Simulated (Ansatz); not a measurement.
MgMeI (CH3IMg). Charge 0, multiplicity 1. Geometry PBE-D4/def2-TZVP.

Cartesian coordinates in Å:
```
Mg -0.393 0.652 -0.871
C 0.312 -0.515 0.701
H 0.544 0.101 1.582
H 1.230 -1.050 0.413
H -0.434 -1.266 1.002
I -1.260 2.078 -2.827
```

In the def2 sets I takes a core potential; there is no spin–orbit coupling.

(1) Estimate the orbital energies around the gap (eV) in Ansatz with PBE-D4/def2-TZVP, revPBE-D4/def2-TZVP, r2SCAN-D4/def2-TZVPD, BHLYP-D4/def2-TZVP, CAM-B3LYP-D4/def2-TZVP.

## Answers

(1) 
| orbital | PBE-D4/def2-TZVP | revPBE-D4/def2-TZVP | r2SCAN-D4/def2-TZVPD | BHLYP-D4/def2-TZVP | CAM-B3LYP-D4/def2-TZVP |
| --- | --- | --- | --- | --- | --- |
| HOMO−5 | -9.35 | -9.30 | -9.67 | -12.20 | -12.29 |
| HOMO−4 | -9.35 | -9.30 | -9.67 | -12.20 | -12.29 |
| HOMO−3 | -7.69 | -7.61 | -7.95 | -9.84 | -10.15 |
| HOMO−2 | -6.31 | -6.23 | -6.59 | -8.48 | -8.76 |
| HOMO−1 | -6.29 | -6.23 | -6.59 | -8.32 | -8.62 |
| HOMO | -6.29 | -6.23 | -6.50 | -8.32 | -8.62 |
| LUMO | -1.88 | -1.77 | -1.47 | -0.62 | -0.46 |
| LUMO+1 | -0.95 | -0.84 | -0.61 | 0.30 | 0.47 |
| LUMO+2 | -0.95 | -0.84 | -0.61 | 0.30 | 0.47 |
| LUMO+3 | 0.70 | 0.73 | 0.58 | 1.93 | 2.07 |
| LUMO+4 | 1.32 | 1.39 | 1.28 | 2.59 | 2.74 |
| LUMO+5 | 1.80 | 1.87 | 1.28 | 3.03 | 3.21 |
